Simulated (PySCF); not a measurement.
A structure optimised at PBE-D3(BJ)/def2-TZVP, used in a PySCF frequency run:

```
Al
O 1 1.7135
H 2 0.9675 1 120.85
H 1 1.5876 2 122.89 3 0.00
Se 1 2.3243 4 120.90 2 180.00
H 5 1.4831 1 89.72 4 -180.00
```
Charge 0, spin multiplicity 1.

Problem. Write its SMILES, formula and point group.

Solution. [OH][AlH][SeH], AlH3OSe, Cs

Problem. What are its rotational constants (standard atomic weights)?

Solution. 21.108, 2.2430, 2.0276 GHz
